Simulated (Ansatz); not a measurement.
`[BH2][Al]([CH3])[O][AlH2]` + H₂ → `[BH2][AlH][CH3]` + `[OH][AlH2]`  (hydrogenolysis of the Al–O bond)

Isolated molecules relaxed with PBE0-D4/def2-TZVP in Ansatz; ΔE leaves out vibrations. CCSD(T)/CBS adds triple-zeta CCSD(T) − MP2 to the extrapolated MP2 energy (def2 sets, frozen cores). This one scheme is used for every species. Functionals use def2-TZVPP. HSE06 is defined as in plane-wave codes. One conformer a species, not always the lowest.

```tsv
level	ΔE (kcal/mol)
PBE-D4	32.6
r2SCANh-D4	35.3
HSE06-D4	32.7
BHLYP-D4	35.7
ωB97X-V	33.9
BLYP	33.1
r2SCAN0	34.5
MP2/CBS(def2)	37.1
```

(1) What does CCSD(T)/CBS give? (An estimate is asked.)

Largest T1 diagnostic among the species: 0.012.

Answers

(1) Computed: +35.2 kcal/mol. The listed levels differ from it by -2.6, 0.1, -2.5, 0.5, -1.3, -2.1, -0.7, 1.9 kcal/mol.

In def2-TZVPP, CCSD(T) changes the Hartree–Fock value by +2.6 kcal/mol (the triples alone add +0.7 kcal/mol) and MP2 by +4.4 kcal/mol. Leaving LDA and LC-ωPBE aside and taking each functional with its dispersion term where it has one, the values, not all of them listed here, spread over 3.3 kcal/mol, from B97M-V to BHLYP-D4.
